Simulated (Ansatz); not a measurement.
Ansatz results at the PBE0-D4/def2-TZVP geometry: HOMO–LUMO gap (PBE/def2-TZVPP) 6.56 eV; size of the dipole moment (ωB97M-V/def2-TZVPP) 0.91 D; HOMO–LUMO gap (ωB97M-V/def2-TZVPP) 12.84 eV.

Each molecule was computed in one conformer, which needn't be the lowest.

(1) Which molecule gave them?
A. `F[SiH](F)[SiH3]`
B. `F[Si]([SiH3])(Cl)Cl`
C. `CO[SiH](O)Cl`
D. `[SiH3]O[SiH](Cl)O[SiH3]`

Answers

(1) D. The others give `F[Si]([SiH3])(Cl)Cl`: 6.11, 1.72, 12.08; `CO[SiH](O)Cl`: 6.93, 1.59, 13.36; `F[SiH](F)[SiH3]`: 6.05, 1.64, 12.02.
